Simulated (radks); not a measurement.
Spherical quantum dot in the effective-mass picture: electrons in a parabolic well V = omega^2 r^2 / 2 with omega = 4.9, all in effective atomic units (hartree* = m*/eps^2 hartree, bohr* = eps/m* bohr), one dielectric constant everywhere. Calculated with a radial shooting solver with Libxc functionals: non-relativistic Kohn-Sham, LDA (Slater exchange, Perdew-Wang correlation), spin-polarised, spherical densities. Levels are named by radial order and angular momentum (1s, 1p, 1d, 2s, ...), and open shells are averaged over m.

N = 36, configuration 1s2 1p6 1d10 2s2 1f14 2p(up 2, down 0). This is the lowest configuration that the search found. Occupied and some empty levels:

| level | occupation | eigenvalue (hartree*) | <r> (bohr*) |
|---|---|---|---|
| 1s up | 1 | 43.406 | 0.6717 |
| 1s down | 1 | 43.483 | 0.6758 |
| 1p up | 3 | 46.246 | 0.8702 |
| 1p down | 3 | 46.292 | 0.8724 |
| 1d up | 5 | 49.254 | 1.015 |
| 1d down | 5 | 49.286 | 1.016 |
| 2s up | 1 | 49.532 | 0.9143 |
| 2s down | 1 | 49.599 | 0.9116 |
| 1f up | 7 | 52.433 | 1.130 |
| 1f down | 7 | 52.464 | 1.130 |
| 2p up | 2 | 52.933 | 1.026 |
| 2p down | 0 | 53.006 | 1.027 |
| 1g up | 0 | 55.780 | 1.227 |
| 1g down | 0 | 55.815 | 1.226 |
| 2d up | 0 | 56.488 | 1.130 |
| 2d down | 0 | 56.545 | 1.132 |
| 3s up | 0 | 56.762 | 1.069 |
| 3s down | 0 | 56.815 | 1.069 |

Energy (hartree*): total 1235.51, kinetic 216.94, external 484.79, Hartree 573.60, exchange-correlation -39.825.

Electron density:

| r (bohr*) | n(r) (e/bohr*^3) |
|---|---|
| 0.149 | 4.599 |
| 0.308 | 4.341 |
| 0.468 | 4.059 |
| 0.628 | 4.008 |
| 0.787 | 4.111 |
| 0.947 | 3.869 |
| 1.11 | 2.981 |
| 1.27 | 1.764 |
| 1.43 | 0.7811 |
| 1.59 | 0.2528 |
| 1.75 | 0.05972 |
| 1.91 | 0.01045 |
| 2.06 | 0.001328 |
